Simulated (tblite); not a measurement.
Compound: C₃H₁₇NSi₄.
Numbering: `[CH3:1][CH2:2][Si:3]([SiH3:4])([SiH3:5])[CH2:6][NH:7][SiH3:8]` (hydrogens: H9, H10, H11 on C1; H12, H13 on C2; H14, H15, H16 on Si4; H17, H18, H19 on Si5; H20, H21 on C6; H22 on N7; H23, H24, H25 on Si8)

The geometry is computed with GFN2-xTB (gas phase).

Q: What internal coordinates does the optimisation give?

A: 
| bond | length (Å) |
| --- | --- |
| C1–C2 | 1.524 |
| C2–Si3 | 1.929 |
| Si3–Si4, Si3–Si5 | 2.336 |
| Si3–C6 | 1.930 |
| C6–N7 | 1.450 |
| N7–Si8 | 1.715 |
| C1–H9, C1–H10, C1–H11 | 1.089 |
| C2–H12, C2–H13 | 1.093 |
| Si4–H14 and 5 like bonds | 1.467 |
| C6–H20, C6–H21 | 1.095 |
| N7–H22 | 1.008 |
| Si8–H23, Si8–H25 | 1.463 |
| Si8–H24 | 1.474 |

Bonds in one row agree within 0.01 Å and their mean is given. A selection of angles:
| angle | degrees |
| --- | --- |
| C1–C2–Si3 | 112.1 |
| C2–Si3–Si4 | 108.2 |
| C2–Si3–Si5 | 108.8 |
| C2–Si3–C6 | 105.0 |
| Si4–Si3–Si5 | 119.2 |
| Si4–Si3–C6 | 108.2 |
| Si5–Si3–C6 | 106.4 |
| Si3–C6–N7 | 110.1 |
| C6–N7–Si8 | 124.3 |
| H22–N7–C6 | 111.4 |
| H22–N7–Si8 | 118.5 |

Dihedral angles: C1–C2–Si3–Si4 -59° (synclinal); C2–Si3–C6–N7 -67° (synclinal); Si3–C6–N7–Si8 -142° (anticlinal). The mirror-image conformer, all signs reversed, is as good.

Si4 (SiH3 silicon) is distorted tetrahedral (angles from 105.5° to 115.2°). Si8 (SiH3 silicon) is distorted tetrahedral (angles from 104.1° to 115.8°). Of the pairs four or more bonds apart, Si4···H10 is among the closest relative to their van der Waals radii: 3.18 Å, 96 % of the sum of Bondi's values. N7 (silicon-bound nitrogen) has angles 124.3°, 118.5° and 111.4°, sum 354.2°, 0.19 Å off the plane of its three neighbours. Si3 (four-coordinate silicon) is distorted tetrahedral (angles from 105.0° to 119.2°).

Point group: C1 (no symmetry element, even within 0.4 Å). Its GFN2-xTB frequencies are all real (lowest 23 cm⁻¹). The numbers are those of one conformer. 3 starts were optimised and ended at 0.00, 1.18 and 1.30 kcal/mol (GFN2-xTB); the lowest of these is shown.
